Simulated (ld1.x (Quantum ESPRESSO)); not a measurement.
## scandium, RRKJ: configuration errors across variants

Sc (Z = 21), norm-conserving RRKJ (Kleinman–Bylander form), made with ld1.x (Quantum ESPRESSO) 7.5 (PBE, scalar-relativistic). Core [Ne], reference 3s2 3p6 3d1 4s2 4p0. Waves: 3p (bound): rc 1.20 bohr; 3d (bound): rc 2.00 bohr; 3s (bound): rc 1.20 bohr. Local part: the s channel. Core correction: none.

Occupied shells without a wave of their own: 4s. They enter only through the test configuration that unscreens the potential.

All-electron excitation energies from the reference (eV): (1) 3s2 3p6 3d1 4s1 4p0 6.897; (2) 3s2 3p6 3d1 4s0 4p0 19.665; (3) 3s2 3p6 3d0 4s0 4p0 44.535; (4) 3s2 3p6 3d1 4s0 4p1 10.327; (5) 3s2 3p6 3d1 4s1.5 4p0 2.754; (6) 3s2 3p6 3d0 4s2 4p1 3.464; (7) 3s2 3p6 3d2 4s1 4p0 1.668.

For the base: The 4s level has no wave, so the channel is fitted at the deeper level alone: the likely source of the large errors.

Errors AE − PS in meV (a dash: test not solved or not reliable):

```tsv
change	(1)	(2)	(3)	(4)	(5)	(6)	(7)	bound ghosts
base	-82	-222	-224	-161	-35	+119	-25	none
wave 3d (bound): rc 2.00 bohr becomes 3d (bound): rc 1.26 bohr	-82	-221	-342	-161	-35	+37	-42	none
wave 3d (bound): rc 2.00 bohr becomes 3d (bound): rc 1.52 bohr	-82	-222	-322	-161	-35	+49	-40	none
wave 3d (bound): rc 2.00 bohr becomes 3d (bound): rc 1.72 bohr	-82	-222	-300	-161	-35	+64	-38	none
wave 3d (bound): rc 2.00 bohr becomes 3d (bound): rc 2.10 bohr	-82	-223	-207	-161	-35	+131	-21	none
wave 3d (bound): rc 2.00 bohr becomes 3d (bound): rc 2.60 bohr	-83	-235	+50	-166	-35	+308	+36	none
wave 3d (bound): rc 2.00 bohr becomes 3d (bound): rc 2.80 bohr	-84	-247	+190	-170	-35	+397	+69	none
wave 3d (bound): rc 2.00 bohr becomes 3d (bound): rc 2.98 bohr	-85	-257	+305	-172	-36	+466	+97	none
```

(1) Give the same row for: wave 3d (bound): rc 2.00 bohr becomes 3d (bound): rc 2.38 bohr.

Results:

(1) -82, -226, -90, -163, -35, +214, +3.6; bound ghosts: none.
